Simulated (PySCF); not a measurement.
This script is equivalent to a calculation on P²⁺ (phosphorus, charge +2).

```python
from pyscf import gto, scf, dft, mp, cc
import basis_set_exchange as bse
mol = gto.M(atom="P 0 0 0", charge=2, spin=1, symmetry="D2h",
            basis=gto.basis.parse(bse.get_basis("aug-cc-pV(T+d)Z", elements=["P"], fmt="nwchem", augment_diffuse=1)))
mf = dft.UKS(mol, xc="TPSSH")
mf.irrep_nelec = {'Ag': (3, 3), 'B1u': (1, 1), 'B2u': (2, 1), 'B3u': (1, 1)}
mf.kernel()
```

**Question.** What total energy does it give?

**Answer.** -340.170 hartree (calculated).

**Question.** Which occupied shell lies highest, and where?

**Answer.** 3p α, at -25.814 eV.

**Question.** What is ⟨S²⟩, and what would a pure spin state give?

**Answer.** 0.756, against 0.75.
